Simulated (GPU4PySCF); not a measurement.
fluorene (C13H10), SMILES c1ccc2c(c1)Cc1ccccc1-2. Coordinates come from a PBE-D3(BJ)/def2-TZVP optimisation. One conformer was computed; it need not be the lowest.

Computed equilibrium geometry at PBE-D3(BJ)/def2-TZVP (GPU4PySCF confirms it by a frequency run) as Cartesian coordinates in Å, and its point group (one conformer of several):
point group C2v.
```xyz
23

C      3.4601     0.0000     0.1162
C      3.0153     0.0000    -1.2117
C      1.6503     0.0000    -1.5061
C      0.7324     0.0000    -0.4516
C      1.1826     0.0000     0.8883
C      2.5438     0.0000     1.1746
C      0.0000     0.0000     1.8282
C     -1.1826     0.0000     0.8883
C     -2.5438     0.0000     1.1746
C     -3.4601     0.0000     0.1162
C     -3.0153     0.0000    -1.2117
C     -1.6503     0.0000    -1.5061
C     -0.7324     0.0000    -0.4516
H      4.5308     0.0000     0.3270
H      3.7443     0.0000    -2.0238
H      1.3097     0.0000    -2.5435
H      2.8977     0.0000     2.2081
H      0.0000     0.8831     2.4894
H      0.0000    -0.8831     2.4894
H     -2.8977     0.0000     2.2081
H     -4.5308     0.0000     0.3270
H     -3.7443     0.0000    -2.0238
H     -1.3097     0.0000    -2.5435
```
Charge 0, spin multiplicity 1.
